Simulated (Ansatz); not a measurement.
Start from `[CH3][Zr]([OH])([F])[F]` and change one atom or group to get `[OH][Zr]([F])([F])[F]`.

Ansatz, PBE0-D4/def2-TZVP geometries, multiplicity 1. Each molecule was computed in one conformer, which needn't be the lowest.

Elements past krypton have def2 core potentials.

```json
{"property": "LUMO energy (PBE/def2-TZVPP) / eV", "`[CH3][Zr]([OH])([F])[F]`": "-1.63"}
{"property": "zero-point energy (PBE0-D4/def2-TZVP) / kJ/mol", "`[CH3][Zr]([OH])([F])[F]`": "133.0"}
{"property": "HOMO energy (PBE0/def2-TZVPP) / eV", "`[CH3][Zr]([OH])([F])[F]`": "-7.92"}
{"property": "HOMO energy (ωB97M-V/def2-TZVPP) / eV", "`[CH3][Zr]([OH])([F])[F]`": "-10.18"}
{"property": "HOMO–LUMO gap (PBE0/def2-TZVPP) / eV", "`[CH3][Zr]([OH])([F])[F]`": "7.23"}
{"property": "size of the dipole moment (ωB97M-V/def2-TZVPP) / D", "`[CH3][Zr]([OH])([F])[F]`": "2.35"}
```

Give the same properties after the change, and the shifts. (An estimate is asked.)

Computed: 
```
                                          property  `[OH][Zr]([F])([F])[F]`  shift
                 LUMO energy (PBE/def2-TZVPP) / eV                    -1.51   0.12
    zero-point energy (PBE0-D4/def2-TZVP) / kJ/mol                     48.3  -84.7
                HOMO energy (PBE0/def2-TZVPP) / eV                   -10.26  -2.34
             HOMO energy (ωB97M-V/def2-TZVPP) / eV                   -12.74  -2.56
              HOMO–LUMO gap (PBE0/def2-TZVPP) / eV                     9.66   2.43
size of the dipole moment (ωB97M-V/def2-TZVPP) / D                     2.64   0.29
```

With PBE0 the HOMO falls by 2.34 eV and the LUMO rises by 0.10 eV, so the gap widens by about 2.44 eV. PBE moves the HOMO by -1.93 eV and ωB97M-V by -2.56 eV. The zero-point energy changes by -84.7 kJ/mol with -9 modes. Dipoles are sizes alone; their direction can turn.
